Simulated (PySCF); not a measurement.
C₃H₉NSi₂. Atoms are numbered in the order given.

```xyz
15

C      2.6119    -0.5372     0.0116
C      1.1244    -0.3758    -0.0852
N      0.4435    -1.2478    -0.7166
C     -0.9943    -1.1555    -0.8509
Si    -1.8106     0.3802     0.0002
Si     0.2510     1.1395     0.7389
H      2.9282    -0.5913     1.0664
H      2.9284    -1.4505    -0.5117
H      3.1258     0.3335    -0.4280
H     -1.4338    -2.0888    -0.4576
H     -1.2372    -1.1685    -1.9278
H     -2.7716    -0.0114     1.0753
H     -2.5079     1.2676    -0.9792
H      0.4894     1.1545     2.2153
H      0.7564     2.4239     0.1631
```
Charge 0, spin multiplicity 1.

Geometry: PBE0-D3(BJ)/def2-SVP. This is a generated structure with no PubChem entry under its InChIKey; it may be hypothetical. Other conformers were not sampled.

Computed with HF/def2-TZVP in PySCF.

Isolated molecule, no solvent.

Computed frontier levels, gap, dipole moment and polarisability:
```
Property                                                                                                         Value
---------------------------------------------------------------------------------------------  -----------------------
highest occupied level                                                                                        -9.40 eV
lowest empty level                                                                                             2.82 eV
orbital gap                                                                                                   12.22 eV
dipole moment                                                                                                   1.12 D
quadrupole, principal values (traceless, Buckingham form, about the centre of nuclear charge)    -6.01, 0.59, 5.43 D·Å
mean static polarisability                                                                       91.9 bohr³ (13.62 Å³)
polarisability, principal values                                                               72.6, 93.6, 109.6 bohr³
```
